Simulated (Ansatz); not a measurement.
Reaction (ligand exchange at the Al–C bond): `[CH3][Al]([NH2])[CH2]F` + HCl → `[CH3][Al]([NH2])[Cl]` + `CF`

Isolated molecules relaxed with PBE0-D4/def2-TZVP in Ansatz; ΔE leaves out vibrations. CBS: MP2 limit from def2 TZ/QZ plus the TZ coupled-cluster correction, frozen cores. This one scheme is used for every species. Functionals use def2-TZVPP. HSE06 is defined as in plane-wave codes. One conformer a species, not always the lowest.

(1) Is it downhill or uphill in electronic energy at CCSD(T)/CBS, and by how much? (Estimate.)

(2) What do these levels give: BLYP-D4, r2SCAN-D4, PBE0-D4, r2SCAN0-D4, HSE06-D4, B2PLYP, PBE-QIDH, r2SCANh, HF/def2-TZVPP, MP2/def2-TZVPP, CCSD(T)/def2-TZVPP, SCS-MP2/def2-QZVPP? (Estimate.)

Largest T1 diagnostic among the species: 0.011.

## Answers

(1) Computed: Downhill: ΔE = -2.04 eV.

(2) Ansatz gave: BLYP-D4 -1.93, r2SCAN-D4 -2.05, PBE0-D4 -2.01, r2SCAN0-D4 -2.09, HSE06-D4 -2.01, B2PLYP -2.05, PBE-QIDH -2.09, r2SCANh -2.07, HF/def2-TZVPP -2.24, MP2/def2-TZVPP -2.09, CCSD(T)/def2-TZVPP -2.02, SCS-MP2/def2-QZVPP -2.09 eV.

From PBE to PBE0 (25 % exact exchange), in def2-TZVPP and without D4, ΔE moves by −0.09 eV. Leaving LDA and LC-ωPBE aside and taking each functional with its dispersion term where it has one, the values, not all of them listed here, spread over 0.19 eV, from BHLYP-D4 to revPBE-D4. LDA lies +0.04 eV from PBE without D4.
